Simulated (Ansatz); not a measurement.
Species: sum formula BSiH$_{2}$F$_{2}$, net charge -1, singlet state. It need not be the lowest isomer of its formula. Whether it binds its extra electron was not tested at this geometry. 
Coordinates optimised at B3LYP-D3(BJ)/def2-TZVP (Ansatz, a quantum-chemistry and plane-wave program):
```xyz
6

F      1.3655    -0.9383     0.2787
B      0.4492     0.0627     0.1406
F      1.0728     1.2728     0.2277
Si    -1.4490    -0.2019    -0.4347
H     -1.8005    -1.3986     0.4389
H     -2.1049     0.9006     0.3858
```
Charge -1, spin multiplicity 1.

Basis-set convergence of Hartree-Fock and CCSD correlation energies (hartree) with Ansatz. Cores are frozen in the correlated levels unless marked. No spin-orbit coupling. No relativistic terms. This anion needs diffuse functions, which these sets lack.

| basis | functions | E(HF) | E(corr, CCSD) |
|---|---|---|---|
| cc-pV(D+d)Z | 75 | -513.76502 | -0.59264 |
| cc-pV(T+d)Z | 157 | -513.85988 | -0.75822 |
| cc-pV(Q+d)Z | 289 | -513.88354 | -0.81581 |
| cc-pV(5+d)Z | 483 | ? | ? |

Problem. What belongs in the gaps?

Solution. 
- cc-pV(5+d)Z, E(HF): -513.88911
- cc-pV(5+d)Z, E(corr, CCSD): -0.83660
